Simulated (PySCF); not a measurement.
# Shifts of the heteroatoms

Molfile (atoms numbered from 1):
```
C6H3F3
     RDKit          3D

 12 12  0  0  0  0  0  0  0  0999 V2000
   -0.5061   -0.4029    2.6313 F   0  0  0  0  0  0  0  0  0  0  0  0
   -0.2631   -0.1946    1.3338 C   0  0  0  0  0  0  0  0  0  0  0  0
   -0.8854    0.8567    0.6917 C   0  0  0  0  0  0  0  0  0  0  0  0
   -0.6249    1.0620   -0.6555 C   0  0  0  0  0  0  0  0  0  0  0  0
    0.2408    0.2241   -1.3266 C   0  0  0  0  0  0  0  0  0  0  0  0
    0.4983    0.4118   -2.6201 F   0  0  0  0  0  0  0  0  0  0  0  0
    0.8532   -0.8257   -0.6581 C   0  0  0  0  0  0  0  0  0  0  0  0
    1.6840   -1.6234   -1.3216 F   0  0  0  0  0  0  0  0  0  0  0  0
    0.6083   -1.0474    0.6819 C   0  0  0  0  0  0  0  0  0  0  0  0
   -1.5601    1.5008    1.2398 H   0  0  0  0  0  0  0  0  0  0  0  0
   -1.0904    1.8748   -1.1986 H   0  0  0  0  0  0  0  0  0  0  0  0
    1.0872   -1.8672    1.2006 H   0  0  0  0  0  0  0  0  0  0  0  0
  1  2  1  0
  2  3  1  0
  3  4  2  0
  4  5  1  0
  5  6  1  0
  5  7  2  0
  7  8  1  0
  7  9  1  0
  9  2  2  0
  3 10  1  0
  4 11  1  0
  9 12  1  0
M  END
```

- PBE0-D3(BJ)/def2-TZVP structure
- shieldings: GIAO B97-2/pcSseg-2
- program: PySCF 2.14
- no relativistic terms, a single conformation, no solvent model

Predict the 19F NMR data.

## Answers


```tsv
atoms	environment	σ (ppm)	δ (ppm)
F1	aryl fluorine	294.8	-116.5
F8	aryl fluorine	311.4	-132.2
F6	aryl fluorine	324.2	-144.4
```

Shieldings were converted by a linear fit to measured shifts: 19F: δ = 163.32 − 0.949σ +9.6 on sp3 carbon (rms 4.2 ppm, 161 shifts, 5.7 ppm with the 8 outliers that the fit left out vs CFCl3, solution or neat liquid). A few per cent of atoms miss by over 2 rms, more outside the fitted compound classes.

On a 500 MHz spectrometer 19F resonates near 470.5 MHz, so 1 ppm is 470.5 Hz.
